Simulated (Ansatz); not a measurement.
CH$_{5}$AsGa (SMILES [CH3][Ga][AsH2]), doublet, at a GFN2-xTB geometry (such geometries of metal compounds can be far from the true shape) (the spin is typed, not shown lowest). Base run: PBE/STO-3G (Ansatz, a quantum-chemistry and plane-wave program).

Here is a job for Ansatz.
Ansatz 0.2 input:
```yaml
crystal:
  periodic: [false, false, false]
  atoms:
    - {symbol: Ga, position_ang: [-0.72418449, 0.90851328, -0.00482251]}
    - {symbol: C, position_ang: [-0.41097577, 1.78893551, -1.94346042]}
    - {symbol: H, position_ang: [-1.06187487, 2.63705313, -2.17295222]}
    - {symbol: H, position_ang: [-0.56804506, 1.02852179, -2.71721256]}
    - {symbol: H, position_ang: [0.62662385, 2.13235479, -2.02592682]}
    - {symbol: As, position_ang: [0.79571998, -1.25018914, 0.54381712]}
    - {symbol: H, position_ang: [0.01895386, -1.76412454, -0.65073004]}
    - {symbol: H, position_ang: [-0.35884357, -1.67508798, 1.43111729]}
basis:
  gaussian:
    orbitals: STO-3G
hamiltonian:
  xc: pbe
magnetization: {spin_polarized: true, initial_magnetization: 1}
```

Each row names what was changed in the base input (with any setting that the change needs).

```csv
change,ΔE vs base (kcal/mol)
base,0.000
"final_grid = 14, 28, 59",0.000
"point_charge = charge:0.5 position_ang:3.2765, -0.3643, 4.1229",-0.99
lower_state_search = light,0.000
lower_state_search = full,0.000
"final_grid = 10, 20, 41",0.000
"final_grid = 6, 12, 29",-0.001
fitting.mean_field = def2-universal-JKFIT,-2.40
"final_grid = 4, 8, 17",0.340
lower_state_search = off,0.000
nuclear_model = gaussian,7.34
```
